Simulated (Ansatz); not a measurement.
triethylamine (C6H15N), singlet, at a GFN2-xTB geometry; PBE0/STO-3G (Ansatz, a program for electronic structure).

Here is a job for Ansatz.
Ansatz 0.2 input:
```yaml
crystal:
  periodic: [false, false, false]
  atoms:
    - {symbol: C, position_ang: [-1.65734729, 1.96293200, -0.08726551]}
    - {symbol: C, position_ang: [-0.58248885, 1.15358805, -0.80450976]}
    - {symbol: N, position_ang: [0.23592547, 0.36494374, 0.10301469]}
    - {symbol: C, position_ang: [-0.50408012, -0.59603970, 0.90204749]}
    - {symbol: C, position_ang: [-1.19431138, -1.73832383, 0.14501123]}
    - {symbol: C, position_ang: [1.39296132, -0.18535539, -0.58531764]}
    - {symbol: C, position_ang: [2.41612174, -0.79803091, 0.36471871]}
    - {symbol: H, position_ang: [-1.22489425, 2.47232377, 0.76976579]}
    - {symbol: H, position_ang: [-2.06324031, 2.70711693, -0.76848101]}
    - {symbol: H, position_ang: [-2.47666120, 1.33453075, 0.25169408]}
    - {symbol: H, position_ang: [-1.04989212, 0.53526331, -1.59167111]}
    - {symbol: H, position_ang: [0.09442522, 1.85333510, -1.30480418]}
    - {symbol: H, position_ang: [0.19226591, -1.01977462, 1.62811825]}
    - {symbol: H, position_ang: [-1.25382218, -0.03962832, 1.46766311]}
    - {symbol: H, position_ang: [-0.47019606, -2.34008150, -0.39900618]}
    - {symbol: H, position_ang: [-1.92648327, -1.35302233, -0.56059299]}
    - {symbol: H, position_ang: [-1.70911395, -2.38175945, 0.85417407]}
    - {symbol: H, position_ang: [1.10990088, -0.92862616, -1.35202467]}
    - {symbol: H, position_ang: [1.86994548, 0.64990246, -1.10779590]}
    - {symbol: H, position_ang: [2.08029684, -1.75413693, 0.75732531]}
    - {symbol: H, position_ang: [3.35000295, -0.96193364, -0.16783802]}
    - {symbol: H, position_ang: [2.60085512, -0.12073685, 1.19426353]}
basis:
  gaussian:
    orbitals: STO-3G
hamiltonian:
  xc: pbe0
accuracy: high
```

What the program printed (banner, timings and long lists left out):

```
Functional definition: PBE0
1208 factors; integrals over basis functions are off by at most 4.2e-9 eV
mean field evaluation 1: about -7851.5392 eV, gradient 1.2e1 eV
mean field evaluation 2: about -7851.7347 eV, gradient 1.1e1 eV
mean field evaluation 4: about -7852.0184 eV, gradient 2.8e-1 eV
mean field evaluation 8: about -7851.9796 eV, gradient 9.6e-4 eV
mean field evaluation 16: about -7851.9796 eV, gradient 1.2e-8 eV
mean field -7851.97956862 eV, -288.5549268838 hartree, gradient 1.3e-8 eV, S^2 0.000000; 0 other end points of the search recorded, 0 dependent functions left out
reference -7851.97957112 eV, -288.5549269758 hartree; 29, 29 occupied and 21, 21 virtual orbitals, 1208 factors
Total energy: -7851.97957112 eV, -288.5549269758 hartree
```
